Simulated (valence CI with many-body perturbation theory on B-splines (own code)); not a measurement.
# Ir70+: magnetic and hyperfine properties of the levels

Calculated by relativistic CI+MBPT: five valence electrons over a frozen Dirac-Fock core [He], radial functions for each j: 11 s, 11 p, 10 d, 8 f, 5 g, 2 h, with the one-electron correlation potential Σ1, the two-electron term Σ2, the three-electron term Σ3, Breit, model QED; selected CI, second order for the rest, scaled by the run's own slope (own B-spline code, finite nucleus).

The last digits are not significant, and no measured levels were compared; by estimate large intervals hold to a few tenths of a per cent, small ones and those within an open d or f shell to about a per cent. Among the levels kept, up to 7600 cm⁻¹ of a level comes from second order outside the variational space, and about a tenth of that is noise between levels of different J, which matters for small intervals.

A/g_I is the dipole constant over the nuclear g factor μ/I (μ in nuclear magnetons, uniformly magnetised nucleus), B/Q the quadrupole constant per barn. Both hold the static response of the core; the bare values leave it out. Large factors of s and p1/2 electrons are usually good to 5 to 10 %; those of open d and f shells near neutrality can be off by tens of per cent, and small factors of p3/2, d and f electrons come from cancelling terms and can be off by a factor of two or in sign, in half-filled shells by more. B is blank for J = 1/2, where it vanishes, and for nearly pure S terms. Energies count from the lowest level.

Levels are named by their leading jj configuration (3d3/2^4 stands for four electrons in 3d with j = 3/2), which in mixed levels can hold well under half, so a name can repeat and another be missing. Letters in brackets count levels of one name in rising energy.

| Level | E (× 10³ cm⁻¹) | g | A/g_I (MHz) | A/g_I bare | B/Q (MHz/b) | B/Q bare |
| --- | --- | --- | --- | --- | --- | --- |
| (2s^2 2p1/2^2 2p3/2) J=3/2 | 0.00 | 1.307 | 934000 | 954000 | 1840000 | 1840000 |
| (2s^2 2p1/2 2p3/2^2) J=3/2 | 13487 | 1.431 | -676000 | -645000 | 87100 | 87200 |
| (2s^2 2p1/2 2p3/2^2) J=5/2 | 13674 | 1.158 | 2580000 | 2580000 | -5210 | -5220 |
| (2s^2 2p1/2 2p3/2^2) J=1/2 | 14129 | 0.611 | 9080000 | 9050000 |  |  |
| (2s 2p1/2^2 2p3/2^2) J=5/2 | 16466 | 1.437 | 6220000 | 6180000 | 206000 | 206000 |
| (2s 2p1/2^2 2p3/2^2) J=1/2 | 17373 | 1.984 | 2.74e+07 | 2.71e+07 |  |  |
| (2s 2p1/2^2 2p3/2^2) J=3/2 | 17382 | 1.166 | -4360000 | -4270000 | -175000 | -175000 |
| (2s^2 2p3/2^3) J=3/2 | 27649 | 1.284 | 962000 | 981000 | -1930000 | -1930000 |
| (2s 2p1/2 2p3/2^3) J=3/2 [a] | 30192 | 1.584 | 6300000 | 6260000 | -1470000 | -1470000 |
| (2s 2p1/2 2p3/2^3) J=5/2 | 30531 | 1.278 | 7880000 | 7840000 | -2090000 | -2090000 |
| (2s 2p1/2 2p3/2^3) J=1/2 | 31099 | 1.337 | -1.06e+07 | -1.04e+07 |  |  |
| (2s 2p1/2 2p3/2^3) J=3/2 [b] | 31160 | 1.000 | 171000 | 218000 | -619000 | -620000 |
| (2p1/2^2 2p3/2^3) J=3/2 | 34446 | 1.295 | 902000 | 943000 | -1870000 | -1880000 |
| (2s 2p3/2^4) J=1/2 | 44745 | 1.883 | 2.75e+07 | 2.73e+07 |  |  |
| (2p1/2 2p3/2^4) J=1/2 | 48190 | 0.611 | 9120000 | 9060000 |  |  |
| (2s^2 2p1/2^2 3s) J=1/2 | 76955 | 1.987 | 7890000 | 7830000 |  |  |
| (2s^2 2p1/2^2 3p1/2) J=1/2 | 77860 | 0.643 | 2690000 | 2680000 |  |  |
| (2s^2 2p1/2^2 3p3/2) J=3/2 | 81968 | 1.319 | 276000 | 283000 | 558000 | 559000 |
| (2s^2 2p1/2^2 3d3/2) J=3/2 | 82732 | 0.781 | 160000 | 160000 | 98600 | 99300 |
| (2s^2 2p1/2^2 3d5/2) J=5/2 | 83851 | 1.186 | 57100 | 57200 | 97600 | 98500 |
| (2s^2 2p1/2 2p3/2 3s) J=3/2 [a] | 90586 | 1.649 | 1600000 | 1610000 | 1190000 | 1200000 |
| (2s^2 2p1/2 2p3/2 3s) J=1/2 | 90673 | 1.290 | -4090000 | -4020000 |  |  |
| (2s^2 2p1/2 2p3/2 3s) J=5/2 | 90744 | 1.300 | 3980000 | 3980000 | 1800000 | 1810000 |
| (2s^2 2p1/2 2p3/2 3s) J=3/2 [b] | 90803 | 0.946 | 2330000 | 2350000 | 1060000 | 1060000 |
| (2s^2 2p1/2 2p3/2 3p1/2) J=1/2 | 91478 | 1.727 | -2350000 | -2310000 |  |  |
| (2s^2 2p1/2 2p3/2 3p1/2) J=3/2 [a] | 91528 | 1.121 | 1800000 | 1810000 | 374000 | 375000 |
| (2s^2 2p1/2 2p3/2 3p1/2) J=5/2 | 91634 | 1.036 | 2950000 | 2950000 | 1790000 | 1800000 |
| (2s^2 2p1/2 2p3/2 3p1/2) J=3/2 [b] | 92002 | 1.298 | 1450000 | 1460000 | 1830000 | 1840000 |
| (2s 2p1/2^2 2p3/2 3s) J=5/2 | 93211 | 1.582 | 7590000 | 7540000 | 1850000 | 1860000 |
| (2s 2p1/2^2 2p3/2 3s) J=3/2 [a] | 93461 | 1.416 | 8520000 | 8460000 | 1010000 | 1010000 |
| (2s 2p1/2^2 2p3/2 3s) J=1/2 | 94031 | 0.825 | -1.01e+07 | -9940000 |  |  |
| (2s 2p1/2^2 2p3/2 3s) J=3/2 [b] | 94111 | 1.367 | -2230000 | -2160000 | 1350000 | 1350000 |
| (2s 2p1/2^2 2p3/2 3p1/2) J=3/2 [a] | 94199 | 1.651 | 8570000 | 8520000 | 1280000 | 1280000 |
| (2s 2p1/2^2 2p3/2 3p1/2) J=5/2 | 94204 | 1.320 | 6580000 | 6540000 | 1820000 | 1820000 |
| (2s 2p1/2^2 2p3/2 3p1/2) J=1/2 | 94940 | 1.256 | -8450000 | -8300000 |  |  |
| (2s 2p1/2^2 2p3/2 3p1/2) J=3/2 [b] | 94951 | 0.957 | -2950000 | -2880000 | 1060000 | 1060000 |
| (2s^2 2p1/2 2p3/2 3p3/2) J=5/2 [a] | 95512 | 1.403 | -520000 | -500000 | 1950000 | 1960000 |
| (2s^2 2p1/2 2p3/2 3p3/2) J=1/2 [a] | 95549 | 1.548 | -2310000 | -2280000 |  |  |
| (2s^2 2p1/2 2p3/2 3p3/2) J=3/2 [a] | 95589 | 1.119 | 2920000 | 2920000 | -1180000 | -1180000 |
| (2s^2 2p1/2 2p3/2 3p3/2) J=7/2 | 95640 | 1.211 | 1830000 | 1840000 | 2380000 | 2380000 |

(1) Take the isotope of mass number 191, with I = 3/2, μ = 0.1502 μN and Q = 0.816 b. What is the hyperfine structure of (2s^2 2p1/2^2 2p3/2) J=3/2?

Results:

(1) From the table A = 93500 MHz, B = 1500000 MHz. Shifts from the centre of gravity in MHz: F = 0: 1520000, F = 1: 118000, F = 2: -1200000, F = 3: 585000.
